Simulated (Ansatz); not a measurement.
Relaxation of CH7PSSi (11 atoms, charge 0, multiplicity 1), to a largest force component of 0.015 eV/Å in at most 40 steps.

Computed with RKS BLYP-D4/6-31G* in Ansatz 0.2.0.

```xyz
11
Properties=species:S:1:pos:R:3:forces:R:3
C -0.519 1.321 -0.208 -1.02 3.04 -0.11
Si -0.468 -0.454 0.045 -0.24 -0.60 0.30
P -2.312 -1.321 -0.738 -1.16 -1.36 -1.28
S -0.466 -0.883 2.137 0.15 0.20 0.79
H 0.261 1.727 -0.855 0.52 0.03 -0.05
H -0.537 1.926 0.728 0.29 -0.24 -0.17
H -1.474 1.644 -0.719 0.54 -0.47 0.31
H 0.642 -1.080 -0.627 0.87 -0.52 -0.49
H -2.346 -0.664 -2.046 0.13 -0.17 0.44
H -3.245 -0.432 -0.156 -0.08 0.39 0.26
H -0.471 -2.227 1.994 0.00 -0.30 0.00
```

**Question.** Where does it end, and by what steps?

**Answer.** The forces met the threshold. The force dipped under the threshold on the way, but the program's further checks kept it going. After 8 steps the energy has fallen by 0.399 eV; H9 moved furthest, 0.22 Å.

```
step  energy less start (eV)  largest force component (eV/Å)  accepted
   0                  0.0000                           3.045       yes
   1                 -0.3182                           1.425       yes
   2                 -0.3867                           0.555       yes
   3                 -0.3952                           0.119       yes
   4                 -0.3961                           0.126       yes
   5                 -0.3981                           0.062       yes
   6                 -0.3984                           0.014       yes
   7                 -0.3986                           0.016       yes
   8                 -0.3987                           0.014       yes
```

```xyz
11
Properties=species:S:1:pos:R:3
C -0.507 1.451 -0.168
Si -0.563 -0.444 0.008
P -2.444 -1.487 -0.790
S -0.404 -0.836 2.154
H 0.347 1.749 -0.798
H -0.394 1.938 0.814
H -1.429 1.834 -0.634
H 0.586 -1.085 -0.712
H -2.360 -0.882 -2.095
H -3.344 -0.486 -0.287
H -0.419 -2.196 2.063
```

Whether the end is a true minimum wasn't checked by a vibrational analysis.

Run time: 2.3 min on 1 thread of Intel(R) Xeon(R) Processor @ 2.50GHz (Skylake/Cascade Lake) (shared host), peak memory 0.16 GiB.
